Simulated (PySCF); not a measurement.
# Computed records: AlGeH$_{2}$O

Computed with PySCF 2.14.0. Calculation on a computer-drawn molecule: the log of a Hartree-Fock and frozen-core CCSD(T) single point meant for a local Hartree-Fock minimum, with one planted fault or none, to be diagnosed. Offsets are logged minus clean, where the clean run is the same molecule without the fault. The reference is restricted for singlets and unrestricted otherwise, and also for a bond in bohr or an excited solution. Adding or removing an electron swaps singlet and doublet. The excited solution moves the top pair (singlet) or top alpha electron (doublet) to the lowest empty orbital. Highest occupied and lowest empty are orbital energies over both spins, largest force is the largest gradient component, triples share is (T) over the correlation energy, the T1 limit is 0.02 restricted and 0.045 unrestricted, electrons count all cores, a negative frequency is imaginary (commonest isotopes), and the dipole is about the centre of nuclear charge; on germanium a core potential holds 10 electrons, which the energies leave out, and 3d is frozen in MP2 and coupled-cluster steps.

```yaml
- formula: AlGeH2O
  logged_structure:
    atoms_angstrom:
      - [O, -0.3069, 3.6539, -2.1319]
      - [Al, -0.0313, 2.3874, -1.1922]
      - [Ge, 0.6271, 0.4185, 0.2872]
      - [H, -0.4895, 0.829, 1.353]
      - [H, -0.3269, -0.5484, -0.5534]
  given:
    meant_charge: -1
    meant_multiplicity: 1
    meant_basis: "aug-cc-pV(D+d)Z"
    meant_basis_and_core_potential_on_germanium: "aug-cc-pVDZ-PP ECP10MDF"
    logged_electrons: 56
    logged_basis_functions: 105
    logged_SCF_converged: "yes"
    logged_spin_squared: 0.0
    "logged_highest_occupied [eV]": -3.5549
    "logged_lowest_empty [eV]": 3.4087
    "logged_largest_force [hartree/bohr]": 2.619e-05
    "logged_lowest_frequency [cm^-1]": 149.05
    logged_T1_diagnostic: 0.026399
    logged_D1_diagnostic: 0.061133
    logged_triples_share: 0.042843
    logged_CC_converged: "yes"
    "logged_dipole_magnitude [debye]": 4.9107
    logged_SCF_stable_within_its_kind: "yes"
    "logged_energy_HF [hartree]": -611.36571
    "logged_energy_CCSD(T) [hartree]": -611.79131
    possible_faults: "no fault, one electron removed, one electron added, multiplicity raised by two, geometry at a saddle point, SCF held on an excited solution, minimal basis STO-3G, one bond length entered in bohr, all coordinates scaled"
    drawn_bonds_atom: [1, 2, 3, 3]
    drawn_bonds_other_atom: [2, 3, 4, 5]
    drawn_bonds_order: [2, 1, 1, 1]
  results: {}
  notes: ["T1 above single-reference limit"]
```

**Q.** AlGeH$_{2}$O: planted fault?
**A.** no fault

Further results for AlGeH$_{2}$O:

```
HF energy offset from clean run      : 0 kcal/mol
CCSD(T) energy offset from clean run : 0 kcal/mol
```
